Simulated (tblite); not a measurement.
Compound: C₃H₁₀B₂Cl₃N.
SMILES with atom numbers: `[NH3+:1][B@H-:2]([Cl:3])[CH2:4][CH2:5][CH2:6][B:7]([Cl:8])[Cl:9]` (hydrogens: H10, H11, H12 on N1; H13 on B2; H14, H15 on C4; H16, H17 on C5; H18, H19 on C6)

Computed with GFN2-xTB (tblite), gas phase: L-BFGS steps from a force-field or distance-geometry start until the largest atomic force falls under 0.01 eV/Å.

Step 69: E = -834.3307 eV
```
atom  x, y, z in Å  |  force x, y, z in eV/Å
N1     -2.3823    0.7283   -0.2427    0.057  -0.085  -0.002
B2     -1.7790   -0.7702   -0.4980   -0.021  -0.064  -0.008
Cl3    -2.7585   -1.7444    0.7572    0.064   0.087  -0.012
C4     -0.1722   -0.8087   -0.2012   -0.031  -0.025  -0.031
C5      0.4350    0.4347    0.4523    0.011  -0.024   0.014
C6      1.9558    0.2865    0.6834    0.054  -0.023   0.004
B7      2.7850    0.0700   -0.6577   -0.084  -0.021  -0.013
Cl8     3.6390   -1.3871   -0.9655    0.013   0.080  -0.019
Cl9     2.8291    1.3229   -1.8433    0.000  -0.070   0.015
H10    -3.3664    0.7166   -0.4973    0.006   0.012   0.012
H11    -1.8764    1.4284   -0.7780   -0.032   0.023   0.002
H12    -2.3048    0.9090    0.7556    0.002   0.032  -0.008
H13    -2.1038   -1.0977   -1.5894    0.019  -0.012  -0.006
H14     0.3720   -0.9893   -1.1312   -0.022   0.010  -0.045
H15     0.0533   -1.6636    0.4377    0.023  -0.009   0.010
H16     0.2670    1.3086   -0.1823    0.060   0.033   0.015
H17    -0.0394    0.6030    1.4193   -0.016   0.070   0.065
H18     2.1223   -0.5326    1.3838   -0.043  -0.050  -0.011
H19     2.3145    1.1945    1.1773   -0.062   0.035   0.019
```

Step 70: E = -834.3337 eV
```
atom  x, y, z in Å  |  force x, y, z in eV/Å
N1     -2.3750    0.7311   -0.2527    0.027  -0.017   0.007
B2     -1.7773   -0.7670   -0.5013   -0.031  -0.089   0.033
Cl3    -2.7678   -1.7297    0.7603    0.089   0.093  -0.025
C4     -0.1715   -0.8096   -0.2007    0.016  -0.002   0.006
C5      0.4367    0.4284    0.4656    0.017   0.003   0.023
C6      1.9612    0.2840    0.6893   -0.009  -0.016   0.010
B7      2.7773    0.0765   -0.6606   -0.084  -0.056  -0.016
Cl8     3.6674   -1.3651   -0.9499    0.014   0.108  -0.035
Cl9     2.7564    1.3008   -1.8748    0.017  -0.069   0.024
H10    -3.3577    0.7255   -0.5162    0.029   0.004   0.029
H11    -1.8644    1.4316   -0.7841   -0.029   0.004   0.014
H12    -2.3055    0.9130    0.7472   -0.001   0.021  -0.051
H13    -2.1045   -1.1020   -1.5889    0.030  -0.014  -0.022
H14     0.3767   -0.9808   -1.1305   -0.036   0.002  -0.037
H15     0.0535   -1.6686    0.4331    0.014  -0.016  -0.006
H16     0.2647    1.3072   -0.1616    0.068   0.032   0.024
H17    -0.0366    0.5899    1.4354    0.003   0.046   0.036
H18     2.1362   -0.5443    1.3774   -0.053  -0.024   0.000
H19     2.3205    1.1882    1.1931   -0.082  -0.010  -0.014
```

**Question.** Estimate the geometry and energy of step 71. (The exact step hangs on the optimiser's Hessian estimate; all steps are aligned on step 70, rigid shifts and turns removed.)

**Answer.** E = -834.3359 eV, largest force 0.137 eV/Å
```
atom  x, y, z in Å  |  force x, y, z in eV/Å
N1     -2.3704    0.7293   -0.2545   -0.028   0.051  -0.013
B2     -1.7772   -0.7682   -0.5029   -0.024  -0.079   0.058
Cl3    -2.7671   -1.7214    0.7654    0.083   0.070  -0.016
C4     -0.1719   -0.8098   -0.2030    0.051   0.018   0.039
C5      0.4373    0.4276    0.4658    0.013   0.037   0.036
C6      1.9628    0.2824    0.6917   -0.078  -0.018   0.042
B7      2.7740    0.0816   -0.6603   -0.071  -0.104   0.053
Cl8     3.6775   -1.3510   -0.9455    0.047   0.046  -0.038
Cl9     2.7351    1.2887   -1.8787    0.008   0.050  -0.073
H10    -3.3536    0.7284   -0.5190    0.045  -0.011   0.041
H11    -1.8622    1.4325   -0.7852   -0.012  -0.007   0.016
H12    -2.3029    0.9131    0.7456    0.004   0.008  -0.061
H13    -2.1076   -1.1068   -1.5877    0.032  -0.016  -0.034
H14     0.3767   -0.9789   -1.1332   -0.036  -0.003  -0.028
H15     0.0546   -1.6675    0.4320    0.010  -0.030  -0.020
H16     0.2692    1.3068   -0.1624    0.063   0.028   0.025
H17    -0.0377    0.5948    1.4356    0.020   0.013  -0.006
H18     2.1352   -0.5555    1.3691   -0.047   0.002   0.019
H19     2.3185    1.1830    1.2072   -0.080  -0.055  -0.042
```

The energy changes by -0.0021 eV. The first-order estimate −F·Δx gives -0.0038 eV and the mean of the old and new forces, exact on a quadratic surface, -0.0022 eV. The step makes an angle of 72° with the force vector and moves no atom by more than 0.025 Å.

What follows is the cost of the whole relaxation. The run took 4.8 s on one thread of an Arm Neoverse N1, no GPU, shared host with 64 logical CPUs at a one-minute load of 61.
